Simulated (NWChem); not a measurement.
Molecule: C2H4O2Si; SMILES O[Si@@H]1C=CO1

```xyz
9

O     -0.0643     1.8901    -0.4216
Si     0.0705     0.4784     0.4146
C      1.0520    -0.9627    -0.1662
C     -0.1559    -1.5685    -0.2315
O     -1.1716    -0.7014     0.0678
H     -0.0276     1.8347    -1.3818
H      0.0607     0.8741     1.8393
H      2.0379    -1.3913    -0.3257
H     -0.4445    -2.6038    -0.4561
```
Atoms are numbered in this order, from 1.

Computed with NWChem. The geometry was optimised at PBE0/def2-SVP. Level: B3LYP/def2-SVP with SMD (1 M gas to 1 M solution), gas-phase geometry. Reactions with the solvent are ignored.

Problem. Order these by “dipole in solution (D)”, lowest first: 2-propanol; diethyl ether; dimethyl sulfoxide; water.

Solution. diethyl ether (1.99), dimethyl sulfoxide (2.08), 2-propanol (2.25), water (2.35)
